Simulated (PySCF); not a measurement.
**Excited states of Bi³⁺ (bismuth, charge +3)**

Ground state [Xe] 4f14 5d10 6s2, ¹S. Computed with PySCF 2.14 in def2-TZVP with the def2 core potential (60 electrons) (6s5p3d2f, 50 functions), with a scalar-relativistic core potential. Vertical excitation energies in eV without spin-orbit coupling; excited terms of each kind are numbered among those the solver found. Frozen: 5s2 5p6.

| term | leading excitation | EOM-EE-CCSD |
| --- | --- | --- |
| 1 3P° | 6s → p | 11.007 |
| 1 1P° | 6s → p | 14.080 |
| 1 1D | 6s → d | 23.914 |
| 1 3D | 6s → d | 24.611 |
| 1 3S | 6s → s | 24.983 |
| 1 1S | 6s → s | 25.757 |
| 2 3P° | 5d → p | 27.993 |
| 2 1P° | 6s → p | 28.488 |
| 1 3F° | 5d → p | 28.642 |
| 1 1F° | 5d → p | 29.282 |
| 1 3G | 5d → d | 41.978 |
| 1 1G | 5d → d | 42.214 |

The spin-orbit splitting of the hole, absent here, rivals or exceeds the spacing of these terms, so the LS terms are model states.

Only the lower part of the computed list is shown. Doubly excited terms such as np² are absent. The solver can miss terms.
